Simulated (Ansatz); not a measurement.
Born–Oppenheimer molecular dynamics of BH$_{6}$NOS (10 atoms, charge 0, multiplicity 1). It starts at the highest image of a converged band, a first-order saddle point between two minima.

Theory: RKS B3LYP-D4/6-31G* in Ansatz 0.2.0.

```yaml
ensemble: NVE (velocity Verlet)
time_step: 0.5 fs
steps_asked: 200
starting_velocities_drawn_for: 300 K
seed: 11656
```

Frames 2.5 fs apart, positions in Å, forces in eV/Å.

Velocities at 65 fs (Å/ps):

```
B -1.83 -10.01 2.73
N 5.29 -19.01 0.48
H 8.90 -37.05 -5.53
H 5.51 5.35 15.25
O -1.57 -2.90 5.73
H -3.63 2.77 -15.01
H 13.12 -6.49 2.27
S -1.00 12.12 -5.03
H 4.42 24.04 32.15
H -25.74 43.41 3.98
```

```xyz
10
Properties=species:S:1:pos:R:3:forces:R:3 time_fs=65 energy_less_start_eV=-0.694 T=972
B 0.160 -0.497 0.467 -1.09 0.26 2.09
N 0.005 -0.605 1.897 1.91 0.10 -1.53
H -0.896 -0.537 2.285 -1.06 0.06 0.62
H 0.771 -0.404 2.542 -0.38 -0.17 -0.23
O 1.341 -0.352 -0.161 0.72 -0.21 -0.35
H 1.113 -0.358 -1.098 0.44 0.12 -0.23
H -0.845 -0.473 -0.154 -0.51 -0.23 -0.36
S -0.322 2.925 0.302 0.44 0.55 0.57
H -1.562 2.556 0.561 -0.86 -0.46 -0.21
H -0.342 3.549 1.516 0.40 -0.02 -0.37
10
Properties=species:S:1:pos:R:3:forces:R:3 time_fs=67.5 energy_less_start_eV=-0.637 T=917
B 0.152 -0.521 0.480 -0.49 0.26 1.43
N 0.023 -0.652 1.896 0.83 0.33 -0.23
H -0.904 -0.628 2.289 -0.02 0.00 0.17
H 0.767 -0.399 2.566 -0.62 -0.35 -0.65
O 1.338 -0.359 -0.149 0.41 -0.12 -1.69
H 1.121 -0.348 -1.121 0.65 0.09 1.28
H -0.833 -0.496 -0.161 -0.72 -0.27 -0.32
S -0.324 2.956 0.291 -0.40 0.80 1.57
H -1.574 2.601 0.633 -0.29 -0.44 -0.52
H -0.391 3.654 1.506 0.67 -0.31 -1.05
10
Properties=species:S:1:pos:R:3:forces:R:3 time_fs=70 energy_less_start_eV=-0.680 T=959
B 0.143 -0.544 0.500 -0.35 0.29 -0.32
N 0.043 -0.698 1.894 -1.83 -0.05 0.26
H -0.914 -0.718 2.303 1.22 0.02 -0.43
H 0.733 -0.412 2.558 0.54 -0.01 0.21
O 1.337 -0.367 -0.142 0.34 -0.12 0.36
H 1.164 -0.332 -1.084 0.13 0.10 -0.35
H -0.858 -0.535 -0.183 -0.03 -0.26 0.26
S -0.327 2.988 0.282 -1.28 0.35 1.44
H -1.602 2.622 0.674 0.60 -0.22 -0.76
H -0.402 3.741 1.438 0.67 -0.10 -0.68
10
Properties=species:S:1:pos:R:3:forces:R:3 time_fs=72.5 energy_less_start_eV=-0.716 T=993
B 0.131 -0.565 0.518 -0.04 0.24 -1.87
N 0.057 -0.744 1.892 -0.91 -0.07 0.41
H -0.864 -0.808 2.297 -0.10 -0.04 0.10
H 0.726 -0.426 2.559 0.75 0.04 0.25
O 1.337 -0.376 -0.133 0.04 -0.15 1.66
H 1.215 -0.309 -1.065 -0.19 0.14 -1.20
H -0.887 -0.590 -0.191 0.45 -0.17 0.64
S -0.332 3.021 0.275 -1.12 -0.46 0.23
H -1.599 2.628 0.671 0.67 -0.10 -0.60
H -0.373 3.826 1.333 0.44 0.57 0.37
10
Properties=species:S:1:pos:R:3:forces:R:3 time_fs=75 energy_less_start_eV=-0.746 T=1023
B 0.119 -0.585 0.526 0.52 0.07 -2.19
N 0.068 -0.790 1.892 1.16 0.54 1.00
H -0.820 -0.900 2.298 -1.25 -0.16 0.69
H 0.758 -0.442 2.569 -0.21 -0.43 -0.65
O 1.337 -0.385 -0.120 -0.34 0.13 -0.46
H 1.257 -0.280 -1.099 -0.14 -0.09 1.15
H -0.893 -0.654 -0.163 0.26 -0.06 0.45
S -0.339 3.054 0.270 0.05 -0.50 -0.55
H -1.560 2.628 0.634 -0.15 -0.12 -0.03
H -0.319 3.941 1.247 0.10 0.62 0.59
10
Properties=species:S:1:pos:R:3:forces:R:3 time_fs=77.5 energy_less_start_eV=-0.754 T=1029
B 0.110 -0.605 0.523 1.20 -0.19 -1.11
N 0.082 -0.834 1.897 -0.72 0.25 1.11
H -0.832 -0.999 2.332 0.67 0.18 -0.12
H 0.783 -0.479 2.547 -0.13 -0.34 -0.32
O 1.336 -0.394 -0.108 -0.39 0.22 -0.23
H 1.290 -0.256 -1.078 -0.24 -0.11 0.87
H -0.886 -0.722 -0.111 -0.38 0.01 -0.20
S -0.346 3.085 0.263 1.26 0.52 -0.29
H -1.530 2.621 0.596 -0.90 -0.10 0.51
H -0.259 4.087 1.189 -0.35 -0.43 -0.22
10
Properties=species:S:1:pos:R:3:forces:R:3 time_fs=80 energy_less_start_eV=-0.650 T=930
B 0.107 -0.626 0.514 1.18 -0.58 0.28
N 0.093 -0.877 1.905 -1.76 -0.11 -0.34
H -0.814 -1.087 2.362 1.10 0.36 -0.33
H 0.804 -0.536 2.510 0.63 0.06 0.59
O 1.334 -0.402 -0.095 -0.33 -0.05 1.81
H 1.309 -0.235 -1.018 -0.28 0.26 -1.45
H -0.899 -0.790 -0.069 -0.53 0.10 -0.57
S -0.351 3.117 0.256 0.96 0.66 -0.01
H -1.547 2.611 0.584 -0.28 0.38 0.51
H -0.220 4.209 1.122 -0.68 -1.07 -0.51
10
Properties=species:S:1:pos:R:3:forces:R:3 time_fs=82.5 energy_less_start_eV=-0.663 T=941
B 0.111 -0.650 0.506 -0.02 -1.04 1.01
N 0.098 -0.920 1.913 0.84 0.79 -1.40
H -0.741 -1.158 2.378 -0.74 -0.10 0.57
H 0.855 -0.593 2.499 -0.03 -0.23 0.12
O 1.330 -0.409 -0.078 -0.07 0.34 -0.02
H 1.311 -0.203 -1.020 -0.21 -0.03 0.04
H -0.938 -0.851 -0.058 0.23 0.30 -0.32
S -0.354 3.151 0.248 0.12 -0.23 -0.22
H -1.579 2.623 0.603 0.60 0.83 0.28
H -0.221 4.273 1.028 -0.72 -0.64 -0.06
10
Properties=species:S:1:pos:R:3:forces:R:3 time_fs=85 energy_less_start_eV=-0.646 T=926
B 0.114 -0.679 0.503 -0.99 -1.26 1.27
N 0.106 -0.960 1.915 1.37 1.00 -0.92
H -0.702 -1.233 2.423 -0.61 -0.08 0.34
H 0.904 -0.663 2.497 -0.64 -0.43 -0.38
O 1.326 -0.416 -0.060 0.19 0.75 -1.57
H 1.300 -0.172 -1.024 -0.14 -0.37 1.32
H -0.965 -0.895 -0.065 0.81 0.43 -0.04
S -0.357 3.183 0.240 -0.11 -1.38 -0.83
H -1.580 2.682 0.638 0.63 0.76 0.14
H -0.263 4.303 0.932 -0.52 0.58 0.68
10
Properties=species:S:1:pos:R:3:forces:R:3 time_fs=87.5 energy_less_start_eV=-0.755 T=1031
B 0.113 -0.716 0.507 -0.75 -1.06 1.26
N 0.119 -0.996 1.913 -0.96 0.01 0.03
H -0.693 -1.309 2.483 0.92 0.48 -0.92
H 0.922 -0.756 2.476 0.12 -0.10 0.03
O 1.323 -0.420 -0.047 0.17 0.25 0.20
H 1.281 -0.158 -0.964 -0.11 0.11 -0.55
H -0.948 -0.914 -0.077 0.61 0.35 -0.05
S -0.360 3.214 0.231 0.47 -0.99 -0.81
H -1.547 2.784 0.683 -0.20 0.18 0.23
H -0.337 4.362 0.873 -0.26 0.77 0.57
10
Properties=species:S:1:pos:R:3:forces:R:3 time_fs=90 energy_less_start_eV=-0.815 T=1089
B 0.108 -0.758 0.518 0.39 -0.49 1.00
N 0.128 -1.032 1.911 -0.85 -0.11 -0.06
H -0.640 -1.361 2.496 0.18 0.20 -0.60
H 0.947 -0.856 2.455 0.62 0.09 0.19
O 1.320 -0.423 -0.034 0.00 -0.06 0.89
H 1.255 -0.140 -0.932 -0.12 0.29 -1.14
H -0.898 -0.913 -0.093 -0.23 0.13 -0.29
S -0.362 3.243 0.220 0.62 0.69 0.00
H -1.524 2.897 0.742 -0.74 -0.36 0.28
H -0.424 4.460 0.843 0.13 -0.37 -0.28
10
Properties=species:S:1:pos:R:3:forces:R:3 time_fs=92.5 energy_less_start_eV=-0.731 T=1009
B 0.104 -0.803 0.535 1.09 0.18 0.10
N 0.135 -1.067 1.908 1.53 0.43 -0.02
H -0.583 -1.404 2.479 -1.46 -0.55 0.66
H 1.000 -0.952 2.442 -0.28 0.01 -0.44
O 1.318 -0.426 -0.018 -0.27 0.49 -1.12
H 1.223 -0.109 -0.951 0.05 -0.46 1.07
H -0.859 -0.904 -0.125 -0.67 -0.06 -0.25
S -0.364 3.273 0.210 -0.51 1.33 0.88
H -1.539 2.990 0.815 0.01 -0.47 -0.18
H -0.504 4.539 0.799 0.52 -0.90 -0.70
```

Of the whole run (100 fs, mean temperature of the second half 964 K): The conserved energy stayed within 0.23 meV per atom of its start (net change 0.035 meV per atom), so the integration is sound. The kinetic energy rose, since the run started high on the potential surface and went downhill. It ends in pieces (BH4NO + H2S), so much of that is their flight and rotation, not heat. A run of 0.1 ps of so small a system gives no equilibrium averages. The orbitals stay closed-shell, which can raise the energy where a bond breaks towards radicals; this wasn't checked here.

The run took 8.3 min on 1 thread of Intel(R) Xeon(R) Platinum 8488C (Sapphire Rapids), with other jobs on the host, peak memory 0.19 GiB.
